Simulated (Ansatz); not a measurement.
Born–Oppenheimer molecular dynamics of CH₄BClSi (8 atoms, charge 0, multiplicity 1). It starts from a relaxed structure.

Theory: Ansatz 0.2.0, RKS B3LYP-D4/6-31G.

```yaml
ensemble: NVE (velocity Verlet)
time_step: 0.5 fs
steps_asked: 150
starting_velocities_drawn_for: 300 K
seed: 147912
```

First frame:

```xyz
8
Properties=species:S:1:pos:R:3
B -0.749 1.523 -0.271
Si 0.476 0.189 0.509
C 0.484 -1.506 0.019
Cl -0.610 -2.215 -1.238
H -1.523 1.181 -1.108
H -0.718 2.657 0.090
H 1.501 0.440 1.570
H 1.138 -2.269 0.428
```

How far do the bonds stretch over the last three quarters of this one trajectory? (Pairs bonded in most of those frames.)


| bond | mean (Å) | spread (Å) | shortest | longest |
| --- | --- | --- | --- | --- |
| B1–Si2 | 1.978 | 0.015 | 1.95 | 2.00 |
| B1–H5 | 1.191 | 0.019 | 1.16 | 1.22 |
| B1–H6 | 1.198 | 0.028 | 1.15 | 1.24 |
| Si2–C3 | 1.769 | 0.017 | 1.74 | 1.79 |
| Si2–H7 | 1.501 | 0.020 | 1.47 | 1.53 |
| C3–Cl4 | 1.809 | 0.020 | 1.77 | 1.84 |
| C3–H8 | 1.086 | 0.004 | 1.08 | 1.09 |

Mean temperature of the second half: 140 K. The conserved energy stayed within 0.078 meV per atom of its start (net change 0.042 meV per atom), so the integration is sound. The temperature averaged 0.47 of the 300 K drawn at the start: a run that starts near a minimum puts about half its kinetic energy into the potential. A run of 0.075 ps of so small a system gives no equilibrium averages. Limits of this set-up: no polarisation functions.

Time of the run: 4.7 min on 1 thread of Arm Neoverse V2 (shared host), peak memory 0.11 GiB.
